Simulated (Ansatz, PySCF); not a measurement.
Here is a job for Ansatz (a program for electronic structure).
Ansatz 0.2 input:
```yaml
crystal:
  periodic: [false, false, false]
  atoms:
    - {symbol: Cr, position_ang: [0.00000000, 0.00000000, -0.00000000]}
    - {symbol: O, position_ang: [1.11911804, 0.63621091, -1.00629935]}
    - {symbol: O, position_ang: [0.74912909, -0.80537194, 1.20830855]}
    - {symbol: O, position_ang: [-0.95622851, -1.03167988, -0.83131917]}
    - {symbol: O, position_ang: [-0.91201863, 1.20084091, 0.62930997]}
basis:
  gaussian:
    orbitals: STO-3G
hamiltonian:
  xc: {name: B97M-V}
total_charge: -2
accuracy: high
```

Task: Give the equivalent PySCF input.

Result: One answer among several that fit: 
```python
from pyscf import gto, scf, dft

mol = gto.M(
    atom='''
Cr    0.00000000    0.00000000   -0.00000000
O     1.11911804    0.63621091   -1.00629935
O     0.74912909   -0.80537194    1.20830855
O    -0.95622851   -1.03167988   -0.83131917
O    -0.91201863    1.20084091    0.62930997
''',
    basis='sto-3g',
    charge=-2,
    verbose=4,
)

mf = dft.RKS(mol)
mf.xc = 'b97m_v'
mf.grids.atom_grid = (99, 590)
mf.grids.prune = None
mf.kernel()
```

Both were run: Ansatz gave -1329.905266 Eh and PySCF -1329.905273 Eh, 0.007 mEh apart.
